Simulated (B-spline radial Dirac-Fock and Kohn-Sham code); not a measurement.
# X-ray emission lines of Cr

System: the Cr atom, configuration [Ar] 3d4 4s1 4p1 (an excited configuration).

Input of the calculation (task.json; shells as n, l, electrons):

```json
{"items": [{
  "Z": 24,
  "q": 0,
  "cfg": [[1, 0, 2], [2, 0, 2], [2, 1, 6], [3, 0, 2], [3, 1, 6], [3, 2, 4], [4, 0, 1], [4, 1, 1]],
  "A": 52,
  "rrms": 3.6452,
  "do": ["binding"]
}]}
```

Run with: `python xray_run.py task.json out`

The computed values come from a B-spline atomic structure program: Dirac-Fock energy differences between relaxed states, corrected for Breit and QED terms. A line energy is the difference of two single-hole energies; the list is a selection of electric-dipole transitions between resolved j subshells. Electron correlation is not included.

```csv
line,energy (eV),wavelength (Å)
K-M3,5944.6,2.0857
K-M2,5943.6,2.0860
K-L3,5413.0,2.2905
K-L2,5404.6,2.2941
L1-M3,654.5,18.945
L1-M2,653.4,18.974
L2-N1,590.1,21.009
L3-N1,581.7,21.313
```
